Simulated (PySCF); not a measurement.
## Removing the step error of a finite difference

System: CH$_{7}$ClO$_{3}$Si$_{2}$ (SMILES O[Si](O)(O)C[SiH2]Cl), singlet, at a GFN2-xTB geometry, atoms displaced at random by about 0.03 Å a coordinate. Level: B3LYP/STO-3G, gradient run with PySCF. Sums are taken with unrounded values, so a last digit can differ.

Central differences of the energy along x of atom 7 gave a gradient component of 0.132249 Eh/bohr at step 0.05 and 0.139742 Eh/bohr at step 0.2 (atomic units).

**Question.** Extrapolate to zero step.

**Answer.** The leading error of a symmetric difference goes as h², so A(h) = A0 + c h². Then c = (0.139742 - (0.132249))/(0.2² - 0.05²) = 0.200 (atomic units) and A0 = 0.132249 - c × 0.05² = 0.131749 Eh/bohr. The analytic value from the same program and level (with grid response) is 0.131750 Eh/bohr: the smaller step missed it by 0.000499, the extrapolation by 0.000000.
